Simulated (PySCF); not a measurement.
PySCF 2.14 output of an unrestricted MN15 calculation on a single atom or ion in Sapporo-DKH3-DZP-2012, with scalar relativity by spin-free X2C-1e:

```
SCF conv_tol = 1e-09
number electrons alpha = 14  beta = 12
    H. S. Yu, X. He, S. L. Li, and D. G. Truhlar.,  Chem. Sci. 7, 5032-5051 (2016)
    H. S. Yu, X. He, S. L. Li, and D. G. Truhlar.,  Chem. Sci. 7, 5032-5051 (2016)
cycle= 1 E= -1393.75539331673  delta_E= -0.0165  |g|= 0.16  |ddm|= 0.241
cycle= 2 E= -1393.74565843204  delta_E= 0.00973  |g|= 0.289  |ddm|= 0.17
cycle= 3 E= -1393.7597357772  delta_E= -0.0141  |g|= 0.0018  |ddm|= 0.11
cycle= 4 E= -1393.75973684512  delta_E= -1.07e-06  |g|= 0.000354  |ddm|= 0.0014
cycle= 5 E= -1393.7597368916  delta_E= -4.65e-08  |g|= 7.8e-05  |ddm|= 0.000314
cycle= 6 E= -1393.75973689332  delta_E= -1.72e-09  |g|= 2.95e-06  |ddm|= 5.63e-05
cycle= 7 E= -1393.75973689332  delta_E= -7.28e-12  |g|= 3.81e-07  |ddm|= 4.31e-06
converged SCF energy = -1393.75973689332  <S^2> = 2.0037458  2S+1 = 3.0024962
```

The run itself started from symmetry-adapted Hartree-Fock orbitals and held the occupation by maximum overlap, on a logarithmic radial grid, so the iterations belong to that start.

Which element, charge and spin multiplicity is this?

Co⁺ (cobalt, charge +1), multiplicity 3; the state was [Ar] 3d8, high-spin 3F determinant.
